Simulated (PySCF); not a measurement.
# RbIn: script and output

Input:

```python
from pyscf import gto, dft
from pyscf.geomopt.geometric_solver import optimize

mol = gto.M(
    atom='Rb 0 0 0; In 0 0 3.012',
    basis='sbkjc',
    ecp={'Rb': 'sbkjc', 'In': 'sbkjc'},
    charge=0,
    spin=0,
    verbose=4,
)
mf = dft.RKS(mol, xc='r2scan')
mf.kernel()
g = mf.nuc_grad_method()
g.grid_response = True
mol_eq = optimize(g.as_scanner(), maxsteps=30)
print('optimised geometry (angstrom)')
print(mol_eq.tostring('raw'))
print('orbital energies (hartree):', mf.mo_energy[..., max(0, mol.nelec[1]-3):mol.nelec[0]+3].round(4))
```

```bash
$ python input.py
```

It prints (some set-up lines removed):

```
PySCF version 2.14.0

[INPUT] Symbol           X                Y                Z      unit          X                Y                Z       unit  Magmom
[INPUT]  1 Rb     0.000000000000   0.000000000000   0.000000000000 AA    0.000000000000   0.000000000000   0.000000000000 Bohr   0.0
[INPUT]  2 In     0.000000000000   0.000000000000   3.012000000000 AA    0.000000000000   0.000000000000   5.691855087190 Bohr   0.0

nuclear repulsion = 3.68948254625498
number of shells = 15
number of NR pGTOs = 73
number of NR cGTOs = 39
basis = sbkjc
ecp = {'Rb': 'sbkjc', 'In': 'sbkjc'}

******** <class 'pyscf.dft.rks.RKS'> ********
method = RKS
initial guess = minao
damping factor = 0
level_shift factor = 0
DIIS = <class 'pyscf.scf.diis.CDIIS'>
SCF conv_tol = 1e-09
SCF max_cycles = 50
XC functionals = r2scan

grids dens level: 3
Initial guess from minao.
tot grids = 43784
init E= -158.613913938186
  HOMO = 0.00960640444180568  LUMO = 0.0232753149673566  gap/eV = 0.37195
cycle= 1 E= -152.246786770634  delta_E= 6.37  |g|=  9.6  |ddm|= 8.53
  HOMO = -3.37591132485662  LUMO = -3.36777788653638  gap/eV = 0.22132
cycle= 2 E= -178.229468692494  delta_E=  -26  |g|= 8.49  |ddm|= 14.6

WARN: HOMO -0.850557283156278 == LUMO -0.850557283156273

cycle= 3 E= -187.580679854055  delta_E= -9.35  |g|= 3.04  |ddm|= 9.14
  HOMO = -0.105272625138092  LUMO = -0.0979405371812367  gap/eV = 0.19952
cycle= 4 E= -189.162056325357  delta_E= -1.58  |g|= 0.612  |ddm|= 5.58
  HOMO = -0.0397487936235148  LUMO = -0.00789591914927777  gap/eV = 0.86676
cycle= 5 E= -189.140863669706  delta_E= 0.0212  |g|= 0.294  |ddm|= 1.91

WARN: HOMO -0.13855185241514 == LUMO -0.137820541573311

cycle= 6 E= -189.232913584115  delta_E= -0.092  |g|= 0.265  |ddm|= 1.78

WARN: HOMO -0.0838476452597855 == LUMO -0.0837938305665158

cycle= 7 E= -189.261145357364  delta_E= -0.0282  |g|= 0.163  |ddm|= 1.76
  HOMO = -0.0675538706112375  LUMO = -0.0613547184226773  gap/eV = 0.16869
cycle= 8 E= -189.3022812821  delta_E= -0.0411  |g|= 0.0859  |ddm|= 1.85
  HOMO = -0.0756831194085423  LUMO = -0.0680347555127446  gap/eV = 0.20812
cycle= 9 E= -189.306050518777  delta_E= -0.00377  |g|= 0.0357  |ddm|= 0.336
  HOMO = -0.0841555024114715  LUMO = -0.0764854838016998  gap/eV = 0.20871
cycle= 10 E= -189.307485941406  delta_E= -0.00144  |g|= 0.0118  |ddm|= 0.0975
  HOMO = -0.0869649076212715  LUMO = -0.0803771292273952  gap/eV = 0.17926
cycle= 11 E= -189.307623344359  delta_E= -0.000137  |g|= 0.0018  |ddm|= 0.0484
  HOMO = -0.0867317431619998  LUMO = -0.0799334755954181  gap/eV = 0.18499
cycle= 12 E= -189.307623212271  delta_E= 1.32e-07  |g|= 0.00185  |ddm|= 0.012
  HOMO = -0.0870278438646661  LUMO = -0.0802625786311772  gap/eV = 0.18409
cycle= 13 E= -189.307626238  delta_E= -3.03e-06  |g|= 0.000836  |ddm|= 0.00355
  HOMO = -0.0871197718149839  LUMO = -0.0803988770842626  gap/eV = 0.18288
cycle= 14 E= -189.307627302776  delta_E= -1.06e-06  |g|= 3.6e-05  |ddm|= 0.00308
  HOMO = -0.0871265131404426  LUMO = -0.0804056033404948  gap/eV = 0.18289
cycle= 15 E= -189.307627304711  delta_E= -1.94e-09  |g|= 2.72e-06  |ddm|= 0.000211
  HOMO = -0.0871264190879844  LUMO = -0.0804051781666434  gap/eV = 0.18289
cycle= 16 E= -189.307627304729  delta_E= -1.79e-11  |g|= 1.01e-06  |ddm|= 5.37e-05
  HOMO = -0.0871268679952788  LUMO = -0.0804057724971725  gap/eV = 0.18289
Extra cycle  E= -189.307627304718  delta_E= 1.16e-11  |g|= 3.28e-06  |ddm|= 1.44e-05
converged SCF energy = -189.307627304718
Create scanner for <class 'pyscf.grad.rks.Gradients'>
Create scanner for <class 'pyscf.dft.rks.RKS'>
input.py

Current date and time:

#|     Arguments passed to driver run_optimizer():      |#
customengine              <pyscf.geomopt.geometric_solver.PySCFEngine object>
logIni                    <dir>
maxiter                   30
----------------------------------------------------------
Custom engine selected.
Bonds will be generated from interatomic distances less than 1.20 times sum of covalent radii
6 internal coordinates being used (instead of 6 Cartesians)
Internal coordinate system (atoms numbered from 1):
Distance 1-2
Translation-X 1-2
Translation-Y 1-2
Translation-Z 1-2
Rotation-A 1-2
Rotation-B 1-2
Rotation-C 1-2
<class 'geometric.internal.Distance'> : 1
<class 'geometric.internal.TranslationX'> : 1
<class 'geometric.internal.TranslationY'> : 1
<class 'geometric.internal.TranslationZ'> : 1
<class 'geometric.internal.RotationA'> : 1
<class 'geometric.internal.RotationB'> : 1
<class 'geometric.internal.RotationC'> : 1
> ===== Optimization Info: ====
> Job type: Energy minimization
> Maximum number of optimization cycles: 30
> Initial / maximum trust radius (Angstrom): 0.100 / 0.300
> Convergence Criteria:
> Will converge when all 5 criteria are reached:
>  |Delta-E| < 1.00e-06
>  RMS-Grad  < 3.00e-04
>  Max-Grad  < 4.50e-04
>  RMS-Disp  < 1.20e-03
>  Max-Disp  < 1.80e-03
> === End Optimization Info ===

Geometry optimization cycle 1
Cartesian coordinates (Angstrom)
 Atom        New coordinates             dX        dY        dZ
  Rb   0.000000   0.000000   0.000000    0.000000  0.000000  0.000000
  In   0.000000   0.000000   3.012000    0.000000  0.000000  0.000000

WARN: Mole.unit (angstrom) is changed to Bohr

New geometry
   1 Rb     0.000000000000   0.000000000000   0.000000000000 AA    0.000000000000   0.000000000000   0.000000000000 Bohr
   2 In     0.000000000000   0.000000000000   3.012000000000 AA    0.000000000000   0.000000000000   5.691855087190 Bohr

******** <class 'pyscf.scf.hf.RKS_Scanner'> ********
method = RKS_Scanner
initial guess = minao
damping factor = 0
level_shift factor = 0
DIIS = <class 'pyscf.scf.diis.CDIIS'>
SCF conv_tol = 1e-09
SCF max_cycles = 50
XC functionals = r2scan

grids dens level: 3
tot grids = 43784
init E= -189.307627304718
  HOMO = -0.0871255560192949  LUMO = -0.0804039865996128  gap/eV = 0.18290
cycle= 1 E= -189.307627304605  delta_E= 1.13e-10  |g|= 1.07e-05  |ddm|= 4.55e-05
  HOMO = -0.08712966331312  LUMO = -0.0804095662551878  gap/eV = 0.18286
Extra cycle  E= -189.30762730349  delta_E= 1.12e-09  |g|= 3.41e-05  |ddm|= 0.000142
converged SCF energy = -189.30762730349

******** <class 'pyscf.grad.rhf.Gradients_Scanner'> for <class 'pyscf.scf.hf.RKS_Scanner'> ********
unit = Eh/Bohr
grid_response = True
--------------- RKS_Scanner gradients ---------------
         x                y                z
0 Rb    -0.0000000000    -0.0000000000     0.0376155102
1 In     0.0000000000     0.0000000000    -0.0376155102
----------------------------------------------
cycle 1: E = -189.307627303  dE = -189.308  norm(grad) = 0.0531964
Step    0 : Gradient = 3.762e-02/3.762e-02 (rms/max) Energy = -189.3076273035
Hessian Eigenvalues: 3.64365e-02 5.00000e-02 5.00000e-02 ... 5.00000e-02 5.00000e-02 5.00000e-02

Geometry optimization cycle 2
Cartesian coordinates (Angstrom)
 Atom        New coordinates             dX        dY        dZ
  Rb   0.000000   0.000000  -0.100000    0.000000  0.000000 -0.100000
  In  -0.000000  -0.000000   3.112000   -0.000000 -0.000000  0.100000
New geometry
   1 Rb     0.000000000000   0.000000000000  -0.100000000003 AA    0.000000000000   0.000000000000  -0.188972612463 Bohr
   2 In    -0.000000000000  -0.000000000000   3.112000000003 AA   -0.000000000000  -0.000000000000   5.880827699653 Bohr

******** <class 'pyscf.scf.hf.RKS_Scanner'> ********
method = RKS_Scanner
initial guess = minao
damping factor = 0
level_shift factor = 0
DIIS = <class 'pyscf.scf.diis.CDIIS'>
SCF conv_tol = 1e-09
SCF max_cycles = 50
XC functionals = r2scan

grids dens level: 3
tot grids = 43784
init E= -189.316570669389
  HOMO = -0.0863582898585218  LUMO = -0.0731890075076905  gap/eV = 0.35835
cycle= 1 E= -189.319209309093  delta_E= -0.00264  |g|= 0.0141  |ddm|= 0.216
  HOMO = -0.0901617023714723  LUMO = -0.0781851506996944  gap/eV = 0.32590
cycle= 2 E= -189.318318458095  delta_E= 0.000891  |g|= 0.0322  |ddm|= 0.128
  HOMO = -0.0866609083189482  LUMO = -0.073639276695554  gap/eV = 0.35434
cycle= 3 E= -189.319303662065  delta_E= -0.000985  |g|= 0.00615  |ddm|= 0.115
  HOMO = -0.0874902113444014  LUMO = -0.0747798903540793  gap/eV = 0.34587
cycle= 4 E= -189.319347954746  delta_E= -4.43e-05  |g|= 0.000943  |ddm|= 0.0229
  HOMO = -0.0873539282223357  LUMO = -0.0745826465254963  gap/eV = 0.34752
cycle= 5 E= -189.319349104427  delta_E= -1.15e-06  |g|= 0.0004  |ddm|= 0.00516
  HOMO = -0.0873939128602546  LUMO = -0.0746365216386076  gap/eV = 0.34715
cycle= 6 E= -189.319349354272  delta_E= -2.5e-07  |g|= 1.77e-05  |ddm|= 0.00149
  HOMO = -0.0873913572044511  LUMO = -0.0746345390146805  gap/eV = 0.34713
cycle= 7 E= -189.319349354522  delta_E= -2.5e-10  |g|= 2.38e-06  |ddm|= 0.000125
  HOMO = -0.087391936753761  LUMO = -0.0746353300013476  gap/eV = 0.34712
Extra cycle  E= -189.319349354479  delta_E= 4.29e-11  |g|= 6.27e-06  |ddm|= 3.09e-05
converged SCF energy = -189.319349354479

******** <class 'pyscf.grad.rhf.Gradients_Scanner'> for <class 'pyscf.scf.hf.RKS_Scanner'> ********
unit = Eh/Bohr
grid_response = True
[part of the log left out]

Geometry optimization cycle 7
Cartesian coordinates (Angstrom)
 Atom        New coordinates             dX        dY        dZ
  Rb   0.000000  -0.000000  -0.482978    0.000000 -0.000000 -0.008198
  In  -0.000000   0.000000   3.494978   -0.000000  0.000000  0.008198
New geometry
   1 Rb     0.000000000000  -0.000000000000  -0.482977598932 AA    0.000000000000  -0.000000000000  -0.912695386281 Bohr
   2 In    -0.000000000000   0.000000000000   3.494977598932 AA   -0.000000000000   0.000000000000   6.604550473472 Bohr

******** <class 'pyscf.scf.hf.RKS_Scanner'> ********
method = RKS_Scanner
initial guess = minao
damping factor = 0
level_shift factor = 0
DIIS = <class 'pyscf.scf.diis.CDIIS'>
SCF conv_tol = 1e-09
SCF max_cycles = 50
XC functionals = r2scan

grids dens level: 3
tot grids = 43784
init E= -189.332997785099
  HOMO = -0.087573324437777  LUMO = -0.0654073134040792  gap/eV = 0.60317
cycle= 1 E= -189.333281268043  delta_E= -0.000283  |g|= 0.00098  |ddm|= 0.0061
  HOMO = -0.0874572724302967  LUMO = -0.065411310160039  gap/eV = 0.59990
cycle= 2 E= -189.333277396082  delta_E= 3.87e-06  |g|= 0.00188  |ddm|= 0.0085
  HOMO = -0.087251791869444  LUMO = -0.0650921150742088  gap/eV = 0.60300
cycle= 3 E= -189.333280815024  delta_E= -3.42e-06  |g|= 0.000973  |ddm|= 0.00922
  HOMO = -0.0873401270928742  LUMO = -0.065216426202336  gap/eV = 0.60202
cycle= 4 E= -189.33328199772  delta_E= -1.18e-06  |g|= 7.09e-05  |ddm|= 0.00279
  HOMO = -0.0873515027510976  LUMO = -0.0652326103624859  gap/eV = 0.60189
cycle= 5 E= -189.333282003647  delta_E= -5.93e-09  |g|= 4.02e-05  |ddm|= 0.000422
  HOMO = -0.0873472655181411  LUMO = -0.0652264971522826  gap/eV = 0.60194
cycle= 6 E= -189.333282006552  delta_E= -2.91e-09  |g|= 1.13e-06  |ddm|= 0.000159
  HOMO = -0.0873468133300142  LUMO = -0.0652260332437797  gap/eV = 0.60194
cycle= 7 E= -189.333282006555  delta_E= -2.84e-12  |g|= 4.26e-07  |ddm|= 1.45e-05
  HOMO = -0.0873469657268098  LUMO = -0.0652262694901496  gap/eV = 0.60193
Extra cycle  E= -189.333282006552  delta_E= 3.38e-12  |g|= 1.61e-06  |ddm|= 7.27e-06
converged SCF energy = -189.333282006552

******** <class 'pyscf.grad.rhf.Gradients_Scanner'> for <class 'pyscf.scf.hf.RKS_Scanner'> ********
unit = Eh/Bohr
grid_response = True
--------------- RKS_Scanner gradients ---------------
         x                y                z
0 Rb    -0.0000000000     0.0000000000     0.0000204603
1 In     0.0000000000    -0.0000000000    -0.0000204603
----------------------------------------------
cycle 7: E = -189.333282007  dE = -4.4238e-06  norm(grad) = 2.89352e-05
Step    6 : Displace = 8.198e-03/8.198e-03 (rms/max) Trust = 3.000e-01 (=) Grad = 2.046e-05/2.046e-05 (rms/max) E (change) = -189.3332820066 (-4.424e-06) Quality = 1.085
Hessian Eigenvalues: 7.83542e-03 5.00000e-02 5.00000e-02 ... 5.00000e-02 5.00000e-02 5.00000e-02

Geometry optimization cycle 8
Cartesian coordinates (Angstrom)
 Atom        New coordinates             dX        dY        dZ
  Rb   0.000000  -0.000000  -0.483669    0.000000 -0.000000 -0.000691
  In  -0.000000   0.000000   3.495669   -0.000000  0.000000  0.000691
New geometry
   1 Rb     0.000000000000  -0.000000000000  -0.483668506890 AA    0.000000000000  -0.000000000000  -0.914001013099 Bohr
   2 In    -0.000000000000   0.000000000000   3.495668506890 AA   -0.000000000000   0.000000000000   6.605856100289 Bohr

******** <class 'pyscf.scf.hf.RKS_Scanner'> ********
method = RKS_Scanner
initial guess = minao
damping factor = 0
level_shift factor = 0
DIIS = <class 'pyscf.scf.diis.CDIIS'>
SCF conv_tol = 1e-09
SCF max_cycles = 50
XC functionals = r2scan

grids dens level: 3
tot grids = 43784
init E= -189.333257982988
  HOMO = -0.0873613774376922  LUMO = -0.0652332704354288  gap/eV = 0.60214
cycle= 1 E= -189.333282031314  delta_E= -2.4e-05  |g|= 8.55e-05  |ddm|= 0.000518
  HOMO = -0.0873532246538478  LUMO = -0.0652362008000599  gap/eV = 0.60183
cycle= 2 E= -189.333281996613  delta_E= 3.47e-08  |g|= 0.000176  |ddm|= 0.000787
  HOMO = -0.0873346842135669  LUMO = -0.0652074498907582  gap/eV = 0.60211
cycle= 3 E= -189.33328202928  delta_E= -3.27e-08  |g|= 7.95e-05  |ddm|= 0.000825
  HOMO = -0.08734196930211  LUMO = -0.0652176327249984  gap/eV = 0.60203
cycle= 4 E= -189.333282037077  delta_E= -7.8e-09  |g|= 6.17e-06  |ddm|= 0.000225
  HOMO = -0.0873429350716703  LUMO = -0.0652190170878598  gap/eV = 0.60202
cycle= 5 E= -189.333282037124  delta_E= -4.65e-11  |g|= 3.4e-06  |ddm|= 3.64e-05
  HOMO = -0.0873413627242856  LUMO = -0.065216700572214  gap/eV = 0.60204
Extra cycle  E= -189.333282036875  delta_E= 2.49e-10  |g|= 1.32e-05  |ddm|= 6.08e-05
converged SCF energy = -189.333282036875

******** <class 'pyscf.grad.rhf.Gradients_Scanner'> for <class 'pyscf.scf.hf.RKS_Scanner'> ********
unit = Eh/Bohr
grid_response = True
--------------- RKS_Scanner gradients ---------------
         x                y                z
0 Rb     0.0000000000     0.0000000000     0.0000005005
1 In    -0.0000000000    -0.0000000000    -0.0000005005
----------------------------------------------
cycle 8: E = -189.333282037  dE = -3.03232e-08  norm(grad) = 7.0775e-07
Step    7 : Displace = 6.909e-04/6.909e-04 (rms/max) Trust = 3.000e-01 (=) Grad = 5.005e-07/5.005e-07 (rms/max) E (change) = -189.3332820369 (-3.032e-08) Quality = 1.135
Hessian Eigenvalues: 7.83542e-03 5.00000e-02 5.00000e-02 ... 5.00000e-02 5.00000e-02 5.00000e-02
Converged! =D

    #| If this code has benefited your research, please support us by citing: |#
    #| Wang, L.-P.; Song, C.C. (2016) "Geometry optimization made simple with |#
    #| translation and rotation coordinates", J. Chem, Phys. 144, 214108.     |#
    #|                                     |#
optimised geometry (angstrom)
Rb          0.00000000       -0.00000000       -0.48366851
In         -0.00000000        0.00000000        3.49566851
orbital energies (hartree): [-0.6765 -0.2974 -0.0871 -0.0804 -0.0804 -0.0393]
```

In short: E(SCF) = -189.307627 Eh, all at the start geometry; optimised bond 3.979 Å with E = -189.333282 Eh after 8 steps.

Wall time 26 s on one thread of a shared host.

The last line lists the levels of the start geometry. Stability towards an unrestricted solution was not tested. No search for the lowest solution was made.
